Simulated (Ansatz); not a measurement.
System: SiH₂S₂, charge 0, singlet. SiH2S2 (SMILES S[Si]S).
B3LYP-D3(BJ)/def2-TZVP minimum from Ansatz (a quantum-chemistry and plane-wave program):
```
Si
S 1 2.1570
H 2 1.3451 1 94.99
S 1 2.1615 2 98.46 3 -180.00
H 4 1.3469 1 101.50 2 0.00
```
Charge 0, spin multiplicity 1.

Atomisation energy term by term, kcal/mol (programs: Ansatz). UHF or UKS for unpaired electrons; spin-orbit terms are left out. Correlated methods leave the cores frozen. Rows without X2C or -DK are non-relativistic. CBS(X,Y): correlation extrapolated as X^-3, Hartree-Fock from the larger set (Q,5: extrapolated as (X+1)exp(-9√X)). A bracket is a step between two methods taken in the basis named. 'core' is core correlation in cc-pwCVTZ (1s frozen past Ne), 'X2C' scalar relativity in cc-pVTZ-DK, both at CCSD(T). For partners of very few electrons the exact lower level stands in for a higher one.

| term | basis | kcal/mol |
|---|---|---|
| Hartree-Fock | CBS(cc-pV(Q+d)Z,cc-pV(5+d)Z) | 232.95 |
| CCSD correlation | CBS(cc-pV(Q+d)Z,cc-pV(5+d)Z) | 105.05 |
| (T) | CBS(cc-pV(Q+d)Z,cc-pV(5+d)Z) | 10.09 |
| CCSDT(Q) - CCSD(T) | cc-pV(T+d)Z | 0.37 |
| core correlation | cc-pwCVTZ | 0.97 |
| scalar relativity | X2C, cc-pVTZ-DK | -0.81 |
| sum: De |  | 348.6 |

The step beyond CCSD(T) by other levels: CCSDT(Q) in cc-pV(D+d)Z 0.79 kcal/mol.
